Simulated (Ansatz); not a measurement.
`O[SiH](S)[GeH3]` and `C[SiH](O)S` differ in one atom or group.

Ansatz, PBE0-D4/def2-TZVP geometries, multiplicity 1. Each molecule was computed in one conformer, which needn't be the lowest.

Scalar relativity is left out up to krypton.

| property | `O[SiH](S)[GeH3]` |
| --- | --- |
| HOMO–LUMO gap (B3LYP/def2-TZVPP) / eV | 6.85 |
| HOMO–LUMO gap (ωB97M-V/def2-TZVPP) / eV | 11.06 |
| HOMO–LUMO gap (PBE/def2-TZVPP) / eV | 5.31 |
| size of the dipole moment (B3LYP/def2-TZVPP) / D | 1.79 |
| HOMO energy (B3LYP/def2-TZVPP) / eV | -7.24 |
| LUMO energy (B3LYP/def2-TZVPP) / eV | -0.39 |

(1) Give the same properties after the change, and the shifts. (An estimate is asked.)

Answers

(1) The calculation gave: 
```
                                        property  `C[SiH](O)S`  shift
           HOMO–LUMO gap (B3LYP/def2-TZVPP) / eV          7.48   0.63
         HOMO–LUMO gap (ωB97M-V/def2-TZVPP) / eV         11.87   0.81
             HOMO–LUMO gap (PBE/def2-TZVPP) / eV          5.88   0.57
size of the dipole moment (B3LYP/def2-TZVPP) / D          0.64  -1.15
             HOMO energy (B3LYP/def2-TZVPP) / eV         -7.23   0.01
             LUMO energy (B3LYP/def2-TZVPP) / eV          0.24   0.63
```

Dipoles are sizes alone; their direction can turn.

B3LYP here is the variant with VWN-RPA as its local correlation; programs differ in this.
